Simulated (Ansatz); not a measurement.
BFGeH5NO can be A, `N[BH][GeH]([OH])[F]`, or B, `[NH2][GeH2][O]BF`.

Calculated with Ansatz (gas phase, PBE0-D4/def2-TZVP geometries, no zero-point term in ΔE). CBS: MP2 limit from def2 TZ/QZ plus the TZ coupled-cluster correction, frozen cores. Functionals use def2-TZVPP. For Ge outer-core shells are correlated without core-valence functions, which leaves a few kJ/mol of doubt a bond. Scalar relativity is left out up to krypton. One conformer a species, not always the lowest.

A:

```xyz
10

N    -0.708   -0.136    1.640
B    -0.977   -0.352    0.305
Ge    0.688   -0.297   -0.919
O     0.738    1.043   -2.081
F     1.977    0.019    0.248
H    -1.416   -0.124    2.357
H     0.229    0.020    1.980
H    -2.097   -0.537   -0.068
H     1.172   -1.500   -1.741
H     0.394    1.863   -1.721
```

B:

Z-matrix (Å, degrees):
```
Ge
O 1 1.807
N 1 1.814 2 111.7
H 1 1.532 2 107.3 3 -119.2
H 1 1.528 2 103.7 3 117.5
B 2 1.335 1 126.8 3 99.9
H 3 1.009 1 116.2 2 -69.2
H 3 1.010 1 116.1 2 62.1
F 6 1.330 2 118.8 1 -177.9
H 6 1.203 2 123.8 1 2.0
```

(1) Which isomer does CCSD(T)/CBS put lower? Give the gap. (An estimate is asked.)

(2) Give E(B) − E(A) in kcal/mol with PBE-D4, CCSD(T)/def2-TZVPP, CCSD/def2-TZVPP, r2SCAN-D4, ωB97M-V, HF/def2-TZVPP, PBE0-D4. (An estimate is asked.)

Largest T1 diagnostic: 0.013.

Results:

(1) Computed: B, by 22.3 kcal/mol.

(2) The calculation gave: PBE-D4 -18.5, CCSD(T)/def2-TZVPP -23.7, CCSD/def2-TZVPP -24.4, r2SCAN-D4 -21.8, ωB97M-V -22.6, HF/def2-TZVPP -29.3, PBE0-D4 -20.8. None reverses the order clearly.

From PBE to PBE0 (25 % exact exchange), in def2-TZVPP and without D4, E(B) − E(A) moves by −2.3 kcal/mol. In def2-TZVPP, CCSD(T) changes the Hartree–Fock value by +5.6 kcal/mol (the triples alone add +0.7 kcal/mol) and MP2 by +5.1 kcal/mol.
